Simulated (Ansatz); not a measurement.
The first iterations of a band of FGeH$_{5}$Si (8 atoms, charge 0, multiplicity 1).

Theory: RHF/def2-SVPD in Ansatz.

| Item | Value |
| --- | --- |
| movable images | 5 |
| climbing image | yes |
| spring | 5.0 eV/Å² |
| optimiser | quadratic models (default) |
| start path | through a guess of the saddle point |
| force threshold | 0.03 eV/Å |
| iteration limit | 60 |
| end points | relaxed |

Initial state:

```xyz
8
Properties=species:S:1:pos:R:3
Ge -0.964 -0.558 0.479
Si 0.984 0.515 -0.447
F 0.501 1.763 -1.376
H 1.863 1.070 0.604
H 1.760 -0.398 -1.314
H -1.762 0.434 1.335
H -1.862 -1.093 -0.644
H -0.521 -1.733 1.363
```

Final state:

```xyz
8
Properties=species:S:1:pos:R:3
Ge -1.365 -0.555 0.366
Si 1.984 0.600 0.138
F -0.048 0.192 -0.575
H 1.870 1.973 -0.483
H 2.501 -0.078 -1.110
H -1.599 0.397 1.528
H -2.514 -0.609 -0.631
H -0.829 -1.920 0.767
```

| iteration | highest image above the first end (eV) | largest band force component (eV/Å) |
| --- | --- | --- |
| 1 | 3.527 | 4.865 |
| 2 | 3.071 | 2.233 |
| 3 | 2.969 | 1.622 |
| 4 | 2.932 | 0.363 |

**Question.** Does the band converge within its limit, and where does its top end?

**Answer.** The run converged. It ended after 14 iterations with the highest image 2.920 eV above the first end. Neighbouring images differ by up to 1.9 eV, so the band resolves the path poorly. A vibrational analysis at the climbing image gives one clearly imaginary mode, 357i cm⁻¹: a first-order saddle point. The orbitals stay closed-shell, which can raise the energy where a bond breaks towards radicals; this wasn't checked here.

Time of the run: 3.9 min on 2 threads of Arm Neoverse N1, with other jobs on the host, peak memory 0.29 GiB.
